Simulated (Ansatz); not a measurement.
H₂BrFGaN (SMILES [NH2][Ga]([F])[Br]), singlet, at a GFN2-xTB geometry (such geometries of metal compounds can be far from the true shape), with bond 2-1 at 1.4 times its length; SC-NEVPT2/STO-3G, CASSCF(2,4) (Ansatz, an electronic-structure program).

Here is a job for Ansatz.
Ansatz 0.2 input:
```yaml
crystal:
  periodic: [false, false, false]
  atoms:
    - {symbol: Ga, position_ang: [0.21503937, 0.28069249, -0.64392644]}
    - {symbol: F, position_ang: [2.52013675, -0.14103588, -1.35428923]}
    - {symbol: Br, position_ang: [-0.45103300, -0.61048521, 1.32634230]}
    - {symbol: N, position_ang: [-0.77436020, 1.42229545, -1.68199052]}
    - {symbol: H, position_ang: [-1.78306188, 1.32089013, -1.69982567]}
    - {symbol: H, position_ang: [-0.43031950, 1.57343516, -2.62454559]}
basis:
  gaussian:
    orbitals: STO-3G
magnetization: {spin_polarized: false}
correlation: {method: sc_nevpt2, electrons: all, active_space: {window: {electrons: 2, orbitals: 4}}}
```

It wrote (shortened):

```
Functional definition: HF
523 factors; integrals over basis functions are off by at most 3.4e-5 eV
mean field evaluation 1: about -125123.2649 eV, gradient 2.9e1 eV
mean field evaluation 2: about -125123.3222 eV, gradient 2.9e1 eV
mean field evaluation 4: about -125129.7850 eV, gradient 6.1e0 eV
mean field evaluation 8: about -125130.1727 eV, gradient 2.1e-1 eV
mean field -125130.16554005 eV, -4598.4487673243 hartree, gradient 1.9e-6 eV, S^2 0.000000; 0 other end points of the search recorded, 0 dependent functions left out; unrestricted orbitals would lower it
reference -125130.16554005 eV, -4598.4487673243 hartree; 42, 42 occupied and 6, 6 virtual orbitals, 523 factors
state -125132.22847571 eV, -4598.5245788115 hartree
state -125132.22847571 eV, -4598.5245788115 hartree; corrected -125134.88171740 eV, -4598.6220836452 hartree
WARN: 2 active orbitals are nearly empty or full. The corrections depend on them more than the energy does, and are more stable in an active space without them
Total energy: -125134.88171740 eV, -4598.6220836452 hartree
```
